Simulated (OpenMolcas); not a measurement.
Pd2+ (d8) in a complex was computed by SS-CASPT2, IPEA 0.25 Eh, imaginary shift 0.1 Eh with the d shell active (OpenMolcas, ANO-RCC-VTZP on the metal). Its lowest spin-free states, and all those of the highest spin:

```tsv
2S+1	Degeneracy	E (cm-1)
3	1	0
1	1	5660
1	1	7920
3	2	8980
3	1	12650
3	1	14970
1	2	17970
1	1	19130
3	2	19590
1	1	23190
1	1	23220
3	2	26480
3	1	27090
```

Question: Is the site octahedral, tetrahedral or cube-like, axial, or of lower symmetry?

Answer: The states with 2S+1 = 3 have orbital degeneracies 1, 2, 1, 1, 2, 2, 1. There are pairs but no triples, so the site is axial: not cubic, but with a proper or improper axis of order three or more. The run had Pd2+ with 5 ligands (fluoride) in square pyramidal coordination (C4v) at 2.1 Å, the axial distance 1.995 Å. A charge of +0.6 e stands 3.2 Å behind each ligand. Ligand basis ANO-RCC-VDZP.

Over all roots computed the reference weight is 0.71 to 0.72; a low but even weight reflects the number of correlated electrons. Real 4d8 and 5d8 ions are as a rule square planar and diamagnetic. This shell can be high or low spin here, a state of another spin lies low, and with metal d orbitals alone active their balance is uncertain, so the ground spin may be wrong. Ligand-to-metal charge-transfer states are missing. With no ligand orbital active B as a rule stays too high, so bands that hang on it stand too high and its fall with covalency is understated. No measured value stands beside these numbers; the geometry was imposed, not optimised, and the real ion may take another.
